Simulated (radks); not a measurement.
The phosphorus ion P2+ inside a hard spherical wall (all orbitals vanish at R), configuration held at [Ne] 3s2 3p1 and not refilled when levels cross. Method: scalar-relativistic Kohn-Sham, LDA (Slater exchange, VWN5 correlation), spin-unpolarised, spherical densities, point nucleus; computed with a radial shooting solver on a logarithmic mesh with Libxc functionals. Eigenvalues in eV, with the zero of energy where the potential of the charges vanishes at infinity; a dash marks a level that is unbound or too diffuse for the functional's potential to be trusted. A positive occupied level is held by the wall or, in an anion where self-interaction has pushed it up, behind a barrier. The pressure on the wall is -dE/dV.

R (bohr)  E (hartree)  kinetic (hartree)    e(2s)    e(2p)    e(3s)    e(3p)  e(3d, empty)  e(4s, empty)  pressure (GPa)
free       -339.72556            340.531  -196.68  -148.12  -34.015  -24.393       -12.097       -10.721               0
20         -339.72556            340.531  -196.68  -148.12  -34.015  -24.393       -12.097       -10.721        < 0.0001
12         -339.72556            340.531  -196.68  -148.12  -34.015  -24.393       -12.097       -10.720        < 0.0001
10         -339.72556            340.531  -196.68  -148.12  -34.015  -24.393       -12.096       -10.701        < 0.0001
8          -339.72556            340.531  -196.68  -148.12  -34.015  -24.392       -12.079       -10.506        0.000584
7          -339.72549            340.532  -196.68  -148.12  -34.012  -24.388       -12.028       -10.077         0.00764
6          -339.72489            340.539  -196.64  -148.08  -33.989  -24.356       -11.841        -8.864          0.0992
4          -339.67246            340.921  -195.26  -146.68  -32.930  -22.883        -8.831         4.798            16.3
1.5        -328.53481            372.755  -152.69  -102.26   84.024   96.138        89.743        413.65           30100
